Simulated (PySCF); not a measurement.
A structure optimised at B3LYP-D3(BJ)/def2-TZVPD, used in a PySCF frequency run:

```
Cs
F 1 2.4168
```
Charge 0, spin multiplicity 1.

Q: Write its SMILES, formula and point group.

A: [F][Cs], CsF, C∞v

Q: What are its rotational constants (standard atomic weights)?

A: 5.2055 GHz (linear rotor, B only)
